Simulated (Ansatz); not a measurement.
Consider the ligand exchange at a B–O bond: `B[O][AlH][BH2]` + `O[SiH2]S[SiH3]` → `BO[SiH2]S[SiH3]` + `[BH2][AlH][OH]`.

Isolated molecules relaxed with PBE0-D4/def2-TZVP in Ansatz; ΔE leaves out vibrations. CCSD(T)/CBS is the MP2 limit (def2-TZVPP, def2-QZVPP) plus CCSD(T) − MP2 in def2-TZVPP, frozen cores. DFT in def2-TZVPP. B3LYP here is the variant with VWN-RPA as its local correlation; programs differ in this. Each species was taken in one conformer, which may not be the lowest.

```tsv
level	ΔE (kcal/mol)
PBE-D4	2.1
PBE0-D4	2.1
B3LYP-D4	2.1
HF/def2-QZVPP	3.4
```

Task: What does CCSD(T)/CBS give? (Best estimate.)

Result: Computed: +1.5 kcal/mol. The listed levels differ from it by 0.6, 0.6, 0.6, 1.9 kcal/mol.

Largest T1 diagnostic among the species: 0.014.

The D4 term adds −1.2 kcal/mol with B3LYP and −0.7 kcal/mol with PBE0; it sums over pairs of atoms, weighted by their polarisabilities, and B3LYP, whose exchange is more repulsive, gets the larger term. In def2-TZVPP, CCSD(T) changes the Hartree–Fock value by −1.8 kcal/mol (the triples alone add −0.3 kcal/mol) and MP2 by −1.9 kcal/mol.
